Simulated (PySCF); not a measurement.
HNaO, SMILES [OH][Na].

Geometry optimised at PBE0-D3(BJ)/def2-TZVPD. The isomer is the one that the SMILES or the coordinates give; other isomers of the formula were not compared.

Calculation: PySCF with M06-2X/def2-TZVPD.

The molecule is in vacuum.

Computed frontier levels, gap, dipole moment and polarisability:
* **highest occupied level**: -6.92 eV
* **lowest empty level**: -1.29 eV
* **orbital gap**: 5.63 eV
* **dipole moment**: 6.66 D
* **quadrupole, principal values (traceless, Buckingham form, about the centre of nuclear charge)**: -3.16, -3.16, 6.33 D·Å
* **mean static polarisability**: 18.7 bohr³ (2.77 Å³)
* **polarisability, principal values**: 18.7, 18.7, 18.8 bohr³
